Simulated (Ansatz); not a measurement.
CH7AlSiSn, SMILES `[CH3][SnH]1[AlH][SiH2]1` at its PBE0-D4/def2-TZVP geometry, where that method's forces vanish. Charge 0, multiplicity 1. Sn takes the def2 core potential.

```json
{"atom": "C1", "x (Å)": "-2.109", "y (Å)": "0.070", "z (Å)": "-0.406"}
{"atom": "Sn2", "x (Å)": "-0.205", "y (Å)": "0.837", "z (Å)": "0.228"}
{"atom": "Al3", "x (Å)": "2.252", "y (Å)": "0.691", "z (Å)": "-0.716"}
{"atom": "Si4", "x (Å)": "1.521", "y (Å)": "-1.136", "z (Å)": "0.625"}
{"atom": "H5", "x (Å)": "-2.677", "y (Å)": "-0.247", "z (Å)": "0.469"}
{"atom": "H6", "x (Å)": "-2.660", "y (Å)": "0.847", "z (Å)": "-0.935"}
{"atom": "H7", "x (Å)": "-1.951", "y (Å)": "-0.780", "z (Å)": "-1.067"}
{"atom": "H8", "x (Å)": "-0.491", "y (Å)": "2.049", "z (Å)": "1.416"}
{"atom": "H9", "x (Å)": "3.466", "y (Å)": "1.651", "z (Å)": "-1.075"}
{"atom": "H10", "x (Å)": "0.809", "y (Å)": "-2.058", "z (Å)": "-0.317"}
{"atom": "H11", "x (Å)": "2.047", "y (Å)": "-1.924", "z (Å)": "1.779"}
```

For each bond, give half the difference of the two atoms' forces along it (eV/Å; positive pushes the atoms apart) under PBE-D4, r2SCAN-D4, B3LYP-D4, ωB97M-V in def2-TZVPP. (Estimate.)

Computed: 
```tsv
bond	length (Å)	PBE-D4	r2SCAN-D4	B3LYP-D4	ωB97M-V
C1–Sn2	2.148	0.10	0.11	0.23	0.02
C1–H5	1.090	0.07	-0.05	-0.09	-0.04
C1–H6	1.090	0.10	-0.02	-0.08	-0.04
C1–H7	1.089	0.09	-0.03	-0.08	-0.03
Sn2–Al3	2.636	-0.03	-0.05	0.06	-0.03
Sn2–Si4	2.651	0.02	0.01	0.14	-0.01
Sn2–H8	1.721	0.10	0.01	-0.02	-0.07
Al3–Si4	2.382	-0.01	0.00	0.16	0.05
Al3–H9	1.589	0.07	-0.01	-0.13	-0.11
Si4–H10	1.498	0.13	-0.01	-0.09	-0.11
Si4–H11	1.493	0.07	0.00	-0.11	-0.10
```

B3LYP here is the variant with VWN-RPA as its local correlation; programs differ in this.
